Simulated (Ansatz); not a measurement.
The cluster Ti₂S₂, relaxed as a singlet with RKS PBE-D4/def2-SVP in Ansatz, starting from the GFN1-xTB geometry. Force threshold 0.02 eV/Å.

The relaxation made no stability test and no search for a lower SCF solution. No other spin state of charge 0 was run. The structure comes from a short search, and lower isomers may exist.

Start:

Cartesian coordinates in Å:
```
Ti -0.988 -1.229 0.920
Ti 0.761 0.010 -0.411
S 2.172 1.431 0.245
S -1.944 -0.212 -0.754
```

```csv
step,energy (eV),largest force component (eV/Å),SCF passes
1,-67867.5854,0.762,48
2,-67867.9755,0.695,40
3,-67868.3122,0.930,38
4,-67868.7860,1.276,38
5,-67869.4284,1.486,31
6,-67870.0369,0.972,30
7,-67870.0794,0.784,24
8,-67870.0967,1.032,30
9,-67870.1483,0.076,24
10,-67870.1487,0.013,26
```

Force components are those of the run's own axes.

End:

```tsv
atom	x (Å)	y (Å)	z (Å)
Ti1	-0.2563	-0.5770	0.9889
Ti2	0.5247	-0.1623	-1.0368
S3	1.4564	0.9016	0.7462
S4	-1.7247	-0.1622	-0.6983
```

Bonds formed: Ti1–S3 (atoms count from 1). The end is the same structure that another start reached, the lowest one found.

No frequencies were taken in this run, so the end may be a saddle point.

It took 12 s on 4 threads of Arm Neoverse V1 on a shared host.
